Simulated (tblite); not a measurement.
Compound: C5H7O2 (doublet state).
Atom-mapped SMILES: `[CH2:1]=[CH:2][CH2:3][CH2:4][C:5]([O:6])=[O:7]` (hydrogens: H8, H9 on C1; H10 on C2; H11, H12 on C3; H13, H14 on C4)

The geometry is computed with GFN2-xTB (gas phase). This method treats the open shell by occupation alone, without spin polarisation.

(1) What internal coordinates does the optimisation give?

Answers

(1) 
```json
{"bond": "C1=C2", "length (bohr)": "2.502", "order": "double"}
{"bond": "C2–C3", "length (bohr)": "2.820", "order": "single"}
{"bond": "C3–C4", "length (bohr)": "2.835", "order": "single"}
{"bond": "C4–C5", "length (bohr)": "3.244", "order": "single"}
{"bond": "C5–O6", "length (bohr)": "2.264", "order": "single"}
{"bond": "C5=O7", "length (bohr)": "2.266", "order": "double"}
{"bond": "C1–H8", "length (bohr)": "2.033", "order": "single"}
{"bond": "C1–H9", "length (bohr)": "2.037", "order": "single"}
{"bond": "C2–H10", "length (bohr)": "2.043", "order": "single"}
{"bond": "C3–H11, C3–H12", "length (bohr)": "2.072", "order": "single"}
{"bond": "C4–H13, C4–H14", "length (bohr)": "2.053", "order": "single"}
```

Bonds in one row agree within 0.02 bohr and their mean is given. Orders are formal, as drawn. A selection of angles:
```json
{"angle": "C2–C1–H8", "degrees": "121.8"}
{"angle": "C2–C1–H9", "degrees": "121.8"}
{"angle": "H8–C1–H9", "degrees": "116.4"}
{"angle": "C1–C2–C3", "degrees": "123.8"}
{"angle": "C1–C2–H10", "degrees": "120.5"}
{"angle": "C3–C2–H10", "degrees": "115.7"}
{"angle": "C2–C3–C4", "degrees": "113.3"}
{"angle": "C2–C3–H11", "degrees": "110.6"}
{"angle": "C2–C3–H12", "degrees": "108.5"}
{"angle": "C4–C3–H11", "degrees": "110.9"}
{"angle": "C4–C3–H12", "degrees": "106.1"}
{"angle": "H11–C3–H12", "degrees": "107.2"}
{"angle": "C3–C4–C5", "degrees": "107.6"}
{"angle": "C3–C4–H13", "degrees": "114.1"}
{"angle": "C5–C4–H13", "degrees": "105.9"}
{"angle": "C5–C4–H14", "degrees": "101.9"}
{"angle": "H13–C4–H14", "degrees": "112.1"}
{"angle": "C4–C5–O6", "degrees": "109.6"}
{"angle": "C4–C5–O7", "degrees": "108.0"}
{"angle": "O6–C5–O7", "degrees": "142.5"}
```

Dihedral angles: C1–C2–C3–C4 -136° (anticlinal); C2–C3–C4–C5 63° (synclinal); C3–C4–C5–O6 -54° (synclinal). The mirror-image conformer, all signs reversed, is as good.

C2 (carbon bonded to 2 C and H) is planar (angles 123.8°, 120.5° and 115.7°, sum 360.0°, 0.00 Å off the plane of its three neighbours). C5 (carbon bonded to C and 2 O) is planar (angles 142.5°, 109.6° and 108.0°, sum 360.0°, 0.00 Å off the plane of its three neighbours). The C–C distances run from 1.324 Å (C1=C2, drawn double) to 1.717 Å (C4–C5, drawn single), a spread of 0.393 Å. Of the pairs four or more bonds apart, C2···O6 is among the closest relative to their van der Waals radii: 2.66 Å, 82 % of the sum of Bondi's values. C1 (carbon bonded to C and 2 H) is planar (angles 121.8°, 121.8° and 116.4°, sum 360.0°, 0.01 Å off the plane of its three neighbours).

Point group: C1 (no symmetry element, even within 0.4 Å). Its GFN2-xTB frequencies are all real (lowest 31 cm⁻¹). 3 starts were optimised and ended at 0.00, 0.89 and 0.89 kcal/mol (GFN2-xTB); the lowest of these is shown.
